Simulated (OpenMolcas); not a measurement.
5s² 5p² along the 50-electron sequence

```json
{
  "Program": "OpenMolcas",
  "Method": "CASSCF",
  "Basis": "ANO-RCC-VQZP",
  "Scalar Hamiltonian": "DKH2, point nucleus",
  "Spin-orbit coupling": "state interaction with AMFI integrals over the reference wave functions, term energies averaged over their components"
}
```

Active space for each ion: 2 electrons in 3 orbitals (5p).

Computed levels in cm-1 above ³P₀:

```tsv
Level	Sn	Sb+	I3+	Xe4+
³P₁	1363	2436	5449	7571
³P₂	3086	5100	10000	13075
¹D₂	10295	14178	22756	28130
¹S₀	21561	28312	40968	48050
weight of ³P in the lowest level (%)	98	97	95	93
```

Measured, with the error of the calculation in %. Measured levels: Sn, Sb+ from NIST Handbook of Basic Atomic Spectroscopic Data; Xe4+ from Saloman, J. Phys. Chem. Ref. Data 33, 765 (2004).

```json
{"Level": "³P₁", "Sn": "1692 (-19.4)", "Sb+": "3055 (-20.2)", "Xe4+": "9292 (-18.5)"}
{"Level": "³P₂", "Sn": "3428 (-10.0)", "Sb+": "5658 (-9.9)", "Xe4+": "14127 (-7.4)"}
{"Level": "¹D₂", "Sn": "8613 (+19.5)", "Sb+": "12790 (+10.9)", "Xe4+": "28411 (-1.0)"}
{"Level": "¹S₀", "Sn": "17162 (+25.6)", "Sb+": "23906 (+18.4)", "Xe4+": "44470 (+8.0)"}
```

The fine-structure level ³P₂ changes by a factor of 4.24 from Sn to Xe4+. Its fourth root runs 7.45, 8.45, 10.00, 10.69, with steps per unit of Z of 1.00, 0.77, 0.69; equal steps would mean a (Z - σ)^4 law with constant σ.

¹D₂ changes by a factor of 2.73 over the same range, with steps per unit of Z of +3880, +4290, +5370 cm-1.

With the s shell closed, the reference lacks s² → p² mixing. Measured partners are found by configuration, term and J. A level has none where our copy of the source lacks it or the pairing is in doubt (some pairs that miss far off the trend of their configuration count as doubtful), and it then counts in no deviation. Only configurations of the active space appear.
